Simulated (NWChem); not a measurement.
Species: BHOBrCl; SMILES OB(Cl)Br

```xyz
5

B      0.4495    -0.5691     0.0000
Cl    -0.6975    -1.9248     0.0000
Br    -0.1909     1.2418     0.0000
O      1.7844    -0.7718     0.0000
H      2.0154    -1.7204     0.0000
```
Atoms are numbered in this order, from 1.

Geometry: optimised at PBE-D3(BJ)/def2-SVP.

Symmetry labels are those of Cs in the frame above (b1 and b2, or b-type labels, depend on it).

Task: List the 6 lowest vertical singlet excitations from Hartree-Fock/aug-cc-pVDZ, CIS (NWChem).

Result: 
| state | energy (eV) | oscillator strength | symmetry | leading excitation (squared amplitude) |
|---|---|---|---|---|
| S1 | 8.07 | 0.000 | a" | HOMO → LUMO+5 (0.91) |
| S2 | 8.35 | 0.053 | a' | HOMO → LUMO+2 (0.38) |
| S3 | 8.56 | 0.039 | a" | HOMO−1 → LUMO+2 (0.35) |
| S4 | 8.75 | 0.139 | a' | HOMO−1 → LUMO+5 (0.85) |
| S5 | 9.03 | 0.017 | a' | HOMO → LUMO+6 (0.46) |
| S6 | 9.15 | 0.005 | a" | HOMO−2 → LUMO+5 (0.68) |
